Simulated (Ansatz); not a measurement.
CH5BO2Si can be A, `O=C([SiH3])BO`, or B, `B[SiH](O)C=O`.

Program: Ansatz. Geometries: PBE0-D4/def2-TZVP. ΔE: electronic, gas phase. CCSD(T)/CBS adds triple-zeta CCSD(T) − MP2 to the extrapolated MP2 energy (def2 sets, frozen cores). Functionals use def2-TZVPP. B3LYP here is the variant with VWN-RPA as its local correlation; programs differ in this. One conformer a species, not always the lowest.

**Question.** Which is lower in electronic energy at CCSD(T)/CBS, and by how much? (An estimate is asked.)

**Answer.** Computed: A, by 18.0 kcal/mol.

**Question.** Give E(B) − E(A) in kcal/mol with ωB97M-V, MP2/def2-TZVPP, B3LYP, HF/def2-TZVPP, B2PLYP, r2SCAN-D4, PBE0-D4. (An estimate is asked.)

**Answer.** Computed: ωB97M-V 19.4, MP2/def2-TZVPP 19.1, B3LYP 18.7, HF/def2-TZVPP 15.3, B2PLYP 18.9, r2SCAN-D4 17.6, PBE0-D4 18.3. None reverses the order clearly.

Largest T1 diagnostic: 0.016.

In def2-TZVPP, CCSD(T) changes the Hartree–Fock value by +3.5 kcal/mol (the triples alone add +0.9 kcal/mol) and MP2 by +3.8 kcal/mol.
